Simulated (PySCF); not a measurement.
H3B, singlet, at a GFN2-xTB geometry; PySCF with M062X/def2-TZVP.

The PySCF input:
```python
from pyscf import gto, scf, dft, solvent

mol = gto.M(
    atom='''
B    -0.000000    0.000000   -0.000000
H    -1.132265   -0.043981   -0.268338
H     0.401192   -0.577206    0.928355
H     0.731074    0.621187   -0.660017
''',
    basis='def2-tzvp',
    charge=0,
    spin=0,
    verbose=4,
)

mf = dft.RKS(mol)
mf.xc = 'm062x'
mf.kernel()
```

### Question
Predict the main parts of the log of this PySCF run.

### Answer

```
PySCF version 2.14.0

[INPUT] verbose = 4
[INPUT] num. atoms = 4
[INPUT] num. electrons = 8
[INPUT] charge = 0
[INPUT] spin (= nelec alpha-beta = 2S) = 0
[INPUT] symmetry False subgroup None
[INPUT] Mole.unit = angstrom
[INPUT] Symbol           X                Y                Z      unit          X                Y                Z       unit  Magmom
[INPUT]  1 B      0.000000000000   0.000000000000   0.000000000000 AA    0.000000000000   0.000000000000   0.000000000000 Bohr   0.0
[INPUT]  2 H     -1.132265000000  -0.043981000000  -0.268338000000 AA   -2.139670750431  -0.083112044684  -0.507085328814 Bohr   0.0
[INPUT]  3 H      0.401192000000  -0.577206000000   0.928355000000 AA    0.758143003367  -1.090761257456   1.754336696371 Bohr   0.0
[INPUT]  4 H      0.731074000000   0.621187000000  -0.660017000000 AA    1.381529636790   1.173873302140  -1.247251367557 Bohr   0.0

nuclear repulsion = 7.60372069149829
number of shells = 23
number of NR pGTOs = 70
number of NR cGTOs = 49
basis = def2-tzvp
ecp = {}

******** <class 'pyscf.dft.rks.RKS'> ********
method = RKS
initial guess = minao
damping factor = 0
level_shift factor = 0
DIIS = <class 'pyscf.scf.diis.CDIIS'>
diis_start_cycle = 1
diis_space = 8
diis_damp = 0
SCF conv_tol = 1e-09
SCF conv_tol_grad = None
SCF max_cycles = 50
direct_scf = True
direct_scf_tol = 1e-13
XC library pyscf.dft.libxc version 7.1.2
    S. Lehtola, C. Steigemann, M. J. T. Oliveira, and M. A. L. Marques,  SoftwareX 7, 1–5 (2018)
XC functionals = m062x
    Y. Zhao and D. G. Truhlar,  Theor. Chem. Acc. 120, 215 (2008)
    Y. Zhao and D. G. Truhlar,  Theor. Chem. Acc. 120, 215 (2008)
radial grids:
    Treutler-Ahlrichs [JCP 102, 346 (1995); DOI:10.1063/1.469408] (M4) radial grids

becke partition: Becke, JCP 88, 2547 (1988); DOI:10.1063/1.454033
pruning grids: <function nwchem_prune>
grids dens level: 3
symmetrized grids: False
atomic radii adjust function: <function treutler_atomic_radii_adjust>
small_rho_cutoff = 0
Set gradient conv threshold to 3.16228e-05
Initial guess from minao.
tot grids = 43472
init E= -26.391446667462
  HOMO = -0.393102930696923  LUMO = -0.105276602971635  gap/eV = 7.83215
cycle= 1 E= -26.5911179605449  delta_E= -0.2  |g|= 0.0934  |ddm|=  1.1
  HOMO = -0.412908447883213  LUMO = -0.0339538414970022  gap/eV = 10.31188
cycle= 2 E= -26.5941786986666  delta_E= -0.00306  |g|= 0.0118  |ddm|= 0.112
  HOMO = -0.417682615228441  LUMO = -0.0365166642007484  gap/eV = 10.37205
cycle= 3 E= -26.5942566191922  delta_E= -7.79e-05  |g|= 0.00214  |ddm|= 0.0235
  HOMO = -0.416525632386274  LUMO = -0.0356080805124979  gap/eV = 10.36529
cycle= 4 E= -26.594258268524  delta_E= -1.65e-06  |g|= 0.000661  |ddm|= 0.00281
  HOMO = -0.416711040662636  LUMO = -0.035805464937436  gap/eV = 10.36497
cycle= 5 E= -26.5942584253336  delta_E= -1.57e-07  |g|= 4.24e-05  |ddm|= 0.000652
  HOMO = -0.416720979712595  LUMO = -0.0358076650054642  gap/eV = 10.36518
cycle= 6 E= -26.5942584264038  delta_E= -1.07e-09  |g|= 3.73e-06  |ddm|= 8.62e-05
  HOMO = -0.416721021333035  LUMO = -0.0358074493272582  gap/eV = 10.36519
cycle= 7 E= -26.5942584264131  delta_E= -9.28e-12  |g|= 2.51e-07  |ddm|= 1.11e-05
  HOMO = -0.416721015715964  LUMO = -0.0358074642118975  gap/eV = 10.36519
Extra cycle  E= -26.5942584264132  delta_E= -4.97e-14  |g|= 7.68e-08  |ddm|= 6.23e-07
converged SCF energy = -26.5942584264132
```
